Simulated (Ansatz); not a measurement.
Al₂Cl₂H₄ (`[AlH2-]1[Cl+][AlH2-][Cl+]1`), relaxed with RKS PBE0-D4/def2-TZVP in the Gaussian-basis code of Ansatz from a GFN2-xTB geometry. The force threshold is 0.005 eV/Å; the program also tests the step.

The species carries charge 0 and has multiplicity 1.

Start:

```xyz
8

Al   -0.460    0.643    1.340
Cl    1.267   -0.546    0.697
Al    0.461   -0.643   -1.340
Cl   -1.274    0.534   -0.694
H     0.004    2.086    1.611
H    -1.335   -0.217    2.271
H     1.335    0.228   -2.261
H     0.003   -2.085   -1.625
```

**Question.** By how much does the energy fall, and how many steps does the optimiser take? (Estimate.)

**Answer.** Computed: 24.56 kJ/mol, in 4 steps, 1 of them rejected.

**Question.** Which bonds change most? (Estimate.)

**Answer.** Ansatz gave: Al1–Cl2 from 2.193 to 2.300 Å; Cl2–Al3 from 2.193 to 2.300 Å; Al1–Cl4 from 2.194 to 2.300 Å; Al3–Cl4 from 2.194 to 2.300 Å.

**Question.** Give the relaxed structure. (An estimate is asked.)

**Answer.** The calculation gave: 
```xyz
8

Al   -0.478    0.667    1.391
Cl    1.343   -0.577    0.738
Al    0.478   -0.667   -1.391
Cl   -1.349    0.567   -0.736
H     0.004    2.141    1.654
H    -1.371   -0.226    2.328
H     1.370    0.235   -2.321
H     0.001   -2.141   -1.664
```
